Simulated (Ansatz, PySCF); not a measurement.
This singlet lies 4.53 eV below the relaxed triplet at the level composite: frozen-core CCSD(T) with HF/cc-pVQZ and the correlation energy extrapolated as X^-3 from cc-pVTZ and cc-pVQZ, plus CCSDT(Q) minus CCSD(T) in cc-pVDZ // B3LYP-D3(BJ)/def2-TZVP (Ansatz, a quantum-chemistry and plane-wave program).

B3LYP has the VWN-RPA correlation part, as in Gaussian. 

Z-matrix (Å, degrees):
```
B
N 1 1.3876
H 2 1.0069 1 123.31
H 2 1.0069 3 113.38 1 -180.00
H 1 1.1928 2 119.04 3 179.99
H 1 1.1928 5 121.92 2 180.00
```
Charge 0, spin multiplicity 1.

**Question.** Give the dipole moment, HOMO–LUMO gap, LUMO, HOMO and total energy at the level B3LYP-D3(BJ)/def2-TZVP run with PySCF 2.14.0.

**Answer.** 
```json
{
 "dipole_moment": "1.97 D",
 "HOMO–LUMO gap": "8.40 eV",
 "LUMO": "-0.02 eV",
 "HOMO": "-8.42 eV",
 "total_energy": "-82.0853 Ha"
}
```
